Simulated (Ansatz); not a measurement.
`[SiH3][N]([SiH3])[InH2]` + H–F → `[F][InH2]` + `[SiH3]N[SiH3]` at 298.15 K and 1 bar (ligand exchange at the In–N bond).

Isolated molecules relaxed with PBE0-D4/def2-TZVP in Ansatz; ΔE leaves out vibrations. CCSD(T)/CBS is the MP2 limit (def2-TZVPP, def2-QZVPP) plus CCSD(T) − MP2 in def2-TZVPP, frozen cores. This one scheme is used for every species. Elements past krypton have def2 core potentials. For In outer-core shells are correlated without core-valence functions, which leaves a few kJ/mol of doubt a bond.

```csv
species,CCSD(T)/CBS energy (Eh),H − E (kJ/mol),S (J/(mol·K))
`[SiH3][N]([SiH3])[InH2]`,-827.51128,204.8,401.5
H–F,-100.39570,33.5,173.6
`[F][InH2]`,-290.81142,47.3,264.9
`[SiH3]N[SiH3]`,-637.10515,192.6,335.6
```

H − E and S are ideal-gas, rigid-rotor, harmonic terms from PBE0-D4/def2-TZVP. 1 Eh = 2625.50 kJ/mol, R = 8.31446 J/(mol·K).

Problem. By hand: ΔE, ΔH, ΔS and ΔG.

Solution. ΔE = (-290.81142) + (-637.10515) − (-827.51128) − (-100.39570) = -0.00959 Eh = -25.2 kJ/mol. Δ(H − E) = 47.3 + 192.6 − 204.8 − 33.5 = 1.6, so ΔH = -23.6 kJ/mol. ΔS = 264.9 + 335.6 − 401.5 − 173.6 = 25.4 J/(mol·K). ΔG = -23.6 − 298.15 × (25.4)/1000 = -31.2 kJ/mol.

Problem. By hand: the equilibrium constant, and the temperature at which ΔG would vanish if ΔH and ΔS stayed fixed.

Solution. log₁₀ K = −ΔG/(RT ln 10) = 5.5. ΔH and −TΔS have one sign here, so there is no such temperature.

ΔH outweighs TΔS. A doubt of 5 kJ/mol in ΔE shifts log₁₀ K by 0.9 here. Modes under 60 cm⁻¹, often nearly free rotors, make the harmonic entropy too high. These are equilibria of isolated gas molecules and say nothing of rates. Largest T1 diagnostic: 0.016 (customary marks: 0.02 for closed shells, 0.045 for open ones).
